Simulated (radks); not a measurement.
Results of a calculation; reference values are marked as such.
Task: All-electron atom: Cs+ in [Kr] 4d10 5s2 5p5 6s1 (not the ground configuration). Level of theory: scalar-relativistic Kohn-Sham, PBE, spin-polarised, spherical densities, finite nucleus; open shells are filled with parallel spins first (spin-orbit coupling, left out, can overturn this in heavy ions); Fermi nuclear charge, rms radius 4.8041 fm (a radial shooting solver on a logarithmic mesh with Libxc functionals). Some entries of the table are withheld. Estimate them.

orbital  occ.  eigenvalue (eV)  <r^2> (bohr^2)
1s up       1        -35807.40       0.0009251
1s down     1        -35807.34       0.0009251
2s up       1        -5625.726         0.01483
2s down     1        -5625.697         0.01483
2p up       3        -5047.855         0.01177
2p down     3        -5047.809         0.01177
3s up       1        -1177.859          0.1022
3s down     1        -1177.810          0.1022
3p up       3        -991.8682          0.1023
3p down     3        -991.8135          0.1023
3d up       5        -718.8269         0.08839
3d down     5        -718.7744         0.08839
4s up       1        -230.6921          0.5446
4s down     1        -230.5821          0.5445
4p up       3        -171.2201          0.6219
4p down     3        -171.1062          0.6214
4d up       5         -84.6416          0.8140
4d down     5         -84.4811          0.8112
5s up       1              (1)           3.296
5s down     1              (2)           3.282
5p up       3         -22.8284           4.573
5p down     2         -21.9134           4.565
6s up       1          -7.6587           21.89
5d up       0          -7.1051           12.40
5d down     0          -6.1648           12.08
6p up       0          -5.1129           33.65

Result: 
(1) 5s up eigenvalue (eV): -36.5469
(2) 5s down eigenvalue (eV): -35.6979
